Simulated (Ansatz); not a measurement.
Question: Name a neutral molecule of B, F, Ge, N, O and H with HOMO–LUMO gap (PBE/def2-TZVPP) between 4.60 and 4.90 eV and HOMO–LUMO gap (ωB97M-V/def2-TZVPP) between 10.85 and 11.15 eV (Ansatz, PBE0-D4/def2-TZVP geometry).

Answer: `N[BH][GeH]([OH])[F]` (4.61 eV, 10.93 eV). Other molecules can fit too; these were computed, each in one conformer that needn't be the lowest.
